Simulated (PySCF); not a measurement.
Electron correlation in Pd⁻ (palladium, charge -1)

[Kr] 4d10 5s1, 2S determinant. All numbers are calculated (PySCF 2.14, a scalar-relativistic core potential, in def2-QZVPPD with the def2 core potential (28 electrons)). Frozen: 4s2 4p6; 11 electrons correlated.

```tsv
level	correlation energy (mhartree)
CCSD	-382.34
(T)	-24.68
CCSD(T)	-407.02
```

Diagnostics: T1 = 0.032, D1 = 0.1414, largest double amplitude 0.024.

**Question.** Is a single reference adequate?

**Answer.** Largely. T1 is above 0.03 while the doubles stay small, so the singles mainly relax the orbitals.
